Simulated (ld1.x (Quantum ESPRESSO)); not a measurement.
Transferability test, ultrasoft potential for silicon (Si)

ld1.x (Quantum ESPRESSO) 7.5 input, shortened:

```
&input
   title='Si', zed=14., rel=1, dft='PBE', iswitch=3,
   config='[Ne] 3s2 3p2 3d-2'
 /
 &inputp
   pseudotype=3, tm=.true., lloc=-1, rcloc=2.10,
   nlcc=.true.,
   which_augfun='PSQ', rmatch_augfun=1.25
 /
6
3S  1  0   2.00   0.00  1.30  1.55  0.0
3S  1  0   0.00   0.20  1.30  1.55  0.0
3P  2  1   2.00   0.00  1.95  2.30  0.0
3P  2  1   0.00   0.05  1.95  2.30  0.0
3D  3  2  -2.00   0.40  1.95  2.20  0.0
3D  3  2  -2.00   2.05  1.95  2.20  0.0
 &test
   configts(1)='3s2 3p2'
 /
```

Energies are relative to the spin-unpolarised reference configuration 3s2 3p2; without spin polarisation the order of configurations can differ from experiment.

```tsv
valence configuration	charge	ΔE all-electron (eV)	error AE − PS (meV)
3s2 3p1	+1	7.740	+0.2
3s2 3p0	+2	23.733	+4.0
3s1 3p0	+3	57.704	+17
3s0 3p4	0	13.778	+7.0
3s2 3p2.3	-0.3	-0.930	+0.1
3s1 3p3	0	6.814	+1.4
```

Question: What are ΔE and the potential's error for 3s2 3p1.5?

Answer: ΔE = 2.921 eV all-electron; the error (AE − PS) is -0.1 meV.

Levels in the configuration 3s2 3p0:

```tsv
level	all-electron (eV)	pseudo (eV)
3s	-28.536	-28.530
```
